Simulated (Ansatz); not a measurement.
`CN(C)c1cc2cc3sc(-c4cc5cc6sc(-c7cc8cc9sc(C#N)cc9cc8s7)cc6cc5s4)cc3cc2s1`, relaxed as a singlet with RKS PBE-D4/def2-SVP in Ansatz, starting from the GFN2-xTB geometry. Force threshold 0.03 eV/Å.

Single mean-field runs in def2-SVP are fitted with def2-universal-jkfit.

Start:

```xyz
59

C    11.0109   -4.5497    3.4132
N    10.1138   -3.7674    4.2269
C    10.6861   -3.0131    5.3168
C     8.9442   -3.3294    3.6857
C     8.0648   -2.4131    4.1863
C     6.9054   -2.2461    3.3869
C     5.8165   -1.4046    3.6040
C     4.8050   -1.3999    2.6681
S     3.3623   -0.4242    2.7252
C     2.8099   -1.0999    1.1982
C     1.5736   -0.6631    0.6411
C     0.6941    0.2386    1.1643
C    -0.4509    0.4503    0.3574
C    -1.5357    1.2941    0.5931
C    -2.5397    1.3290   -0.3485
S    -3.9874    2.2973   -0.2728
C    -4.5327    1.6556   -1.8150
C    -5.7720    2.0894   -2.3718
C    -6.6559    2.9891   -1.8535
C    -7.7989    3.1957   -2.6665
C    -8.8864    4.0362   -2.4394
C    -9.8883    4.0663   -3.3862
S   -11.3341    5.0361   -3.3146
C   -11.8640    4.3817   -4.8527
C   -13.0779    4.7994   -5.4053
N   -14.0745    5.1433   -5.8588
C   -10.9882    3.4807   -5.3819
C    -9.8459    3.2775   -4.5665
C    -8.7564    2.4356   -4.7938
C    -7.7575    2.4073   -3.8484
S    -6.3092    1.4408   -3.9133
C    -3.6507    0.7574   -2.3398
C    -2.5060    0.5461   -1.5320
C    -1.4209   -0.2984   -1.7676
C    -0.4178   -0.3343   -0.8265
S     1.0267   -1.3077   -0.8990
C     3.6857   -2.0165    0.6950
C     4.8301   -2.2127    1.5068
C     5.9163   -3.0652    1.2943
C     6.9232   -3.0630    2.2277
S     8.3810   -4.0248    2.1705
H    10.4582   -5.3673    2.9491
H    11.4825   -3.9556    2.6213
H    11.7879   -4.9735    4.0463
H    11.0144   -2.0149    5.0045
H    11.5412   -3.5576    5.7114
H     9.9504   -2.9035    6.1129
H     8.2165   -1.8612    5.0944
H     5.7723   -0.7773    4.4798
H     0.8631    0.7382    2.1021
H    -1.5812    1.8960    1.4868
H    -6.4948    3.4906   -0.9156
H    -8.9353    4.6420   -1.5487
H   -11.1521    2.9802   -6.3199
H    -8.7051    1.8281   -5.6831
H    -3.8147    0.2593   -3.2793
H    -1.3779   -0.9016   -2.6605
H     3.5162   -2.5385   -0.2311
H     5.9597   -3.6980    0.4218
```

Task: Estimate the energy that the relaxation releases and the steps that it takes.

Result: 0.53 eV, in 7 steps; 33 s on 2 threads of AMD EPYC 7R13 on a shared host and a share (18 GiB) of an NVIDIA H100 80GB HBM3. The force fell under the threshold at step 6, but the optimiser went on. No frequencies were taken in this run, so the end may be a saddle point.

Task: Does the start keep its bonding?

Result: By distances, no bond broke or formed. The bond that changes most is C25–N26, from 1.15 to 1.18 Å (atoms count from 1).

Task: Predict the relaxed structure.

Result: 
Cartesian coordinates in Å:
```
C 11.178 -4.581 3.433
N 10.257 -3.806 4.241
C 10.767 -3.111 5.406
C 9.069 -3.370 3.710
C 8.195 -2.416 4.217
C 7.018 -2.249 3.418
C 5.920 -1.385 3.627
C 4.885 -1.388 2.689
S 3.436 -0.400 2.737
C 2.845 -1.104 1.224
C 1.588 -0.664 0.673
C 0.692 0.257 1.193
C -0.464 0.462 0.376
C -1.565 1.319 0.598
C -2.581 1.346 -0.358
S -4.036 2.324 -0.302
C -4.593 1.668 -1.847
C -5.846 2.113 -2.404
C -6.744 3.030 -1.882
C -7.898 3.239 -2.702
C -8.999 4.092 -2.477
C -10.015 4.120 -3.436
S -11.470 5.095 -3.372
C -12.013 4.437 -4.919
C -13.244 4.865 -5.474
N -14.267 5.225 -5.929
C -11.123 3.519 -5.452
C -9.971 3.316 -4.629
C -8.868 2.461 -4.854
C -7.855 2.433 -3.897
S -6.398 1.460 -3.953
C -3.697 0.747 -2.368
C -2.544 0.538 -1.549
C -1.443 -0.320 -1.771
C -0.428 -0.347 -0.816
S 1.030 -1.322 -0.872
C 3.727 -2.048 0.722
C 4.893 -2.235 1.527
C 5.990 -3.105 1.320
C 7.019 -3.097 2.256
S 8.479 -4.080 2.192
H 10.628 -5.367 2.875
H 11.743 -3.964 2.694
H 11.907 -5.091 4.093
H 11.067 -2.059 5.183
H 11.649 -3.652 5.797
H 9.999 -3.083 6.207
H 8.386 -1.843 5.132
H 5.891 -0.729 4.509
H 0.861 0.775 2.146
H -1.608 1.943 1.502
H -6.578 3.546 -0.926
H -9.046 4.712 -1.571
H -11.301 3.011 -6.408
H -8.822 1.841 -5.761
H -3.866 0.229 -3.322
H -1.399 -0.944 -2.675
H 3.540 -2.598 -0.211
H 6.017 -3.762 0.438
```
Bond lengths: 33 × C–C 1.38 to 1.44 Å; 12 × C–S 1.75 to 1.78 Å; 4 × C–N 1.18 to 1.45 Å; 18 × C–H 1.10 to 1.12 Å.
